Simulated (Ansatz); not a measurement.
This geometry of BGaH5N (8 atoms, charge 0, multiplicity 1) is a first-order saddle point.

All numbers below come from RKS B3LYP-D4/def2-SVP (Ansatz).

```xyz
8
Properties=species:S:1:pos:R:3
B -0.871 0.989 -1.276
Ga 0.129 -0.113 0.017
N 1.211 -1.219 0.936
H -1.943 0.583 -1.648
H -0.586 2.157 -1.351
H -1.036 0.734 0.867
H 1.146 -1.359 1.938
H 1.950 -1.771 0.516
```

Which two structures does it join? (They come from a converged band through this point; their orientation in space is the band's.)

Bonds broken: Ga2–H6. Bonds formed: B1–H6.

First end point:

```xyz
8
Properties=species:S:1:pos:R:3
B -0.776 0.886 -1.331
Ga -0.286 0.191 0.572
N 1.027 -1.053 0.825
H -1.631 0.362 -2.006
H -0.250 1.862 -1.814
H -0.958 0.638 1.926
H 1.289 -1.411 1.737
H 1.586 -1.476 0.091
```

Last end point:

```xyz
8
Properties=species:S:1:pos:R:3
B -1.141 1.167 -0.692
Ga 0.247 -0.118 0.159
N 1.379 -1.381 0.841
H -1.600 0.391 -1.521
H -0.478 2.082 -1.139
H -1.882 1.421 0.240
H 1.930 -1.267 1.688
H 1.543 -2.295 0.424
```

How far does it lie above each of them?

9.4 kcal/mol above the first and 26.3 kcal/mol above the second. This is the barrier of this one path; another mechanism may lie lower. The orbitals stay closed-shell, which can raise the energy where a bond breaks towards radicals; this wasn't checked here.

Time of the run: 2 min on 2 threads of Arm Neoverse V1, with other jobs on the host, peak memory 0.17 GiB.
